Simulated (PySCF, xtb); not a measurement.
B(CCH)(OH)2 (C₂H₃BO₂), SMILES C#CB(O)O.

The structure is a stationary point at PBE0-D3(BJ)/def2-SVP. One conformer was computed; it need not be the lowest.

The numbers are results of PySCF with IEF-PCM-M06-2X/def2-SVP, not measurements.

The values are the electrostatic part of the solvation free energy, E(continuum) − E(gas) at the gas-phase geometry, in a cavity of scaled van der Waals radii (PySCF's table); cavitation and dispersion terms are not included. In vacuum the orbital gap is 10.18 eV. The dipole moment in vacuum is 2.82 D.

Task: Estimate the values in water (ε = 78.36), acetone (ε = 20.49), ethylethanoate (ε = 5.99). (Estimate from the structure and the level; the computed values follow.)

Result: 
| solvent | ε | ΔG(elec) (kcal/mol) | dipole (D) | gap (eV) |
|---|---|---|---|---|
| water | 78.36 | -8.9 | 3.41 | 10.16 |
| acetone | 20.49 | -8.4 | 3.37 | 10.16 |
| ethylethanoate | 5.99 | -6.8 | 3.27 | 10.17 |

For comparison, GFN2-xTB/ALPB(water) (xtb, at the GFN2-xTB geometry, all terms of that model) gives -9.2 kcal/mol.
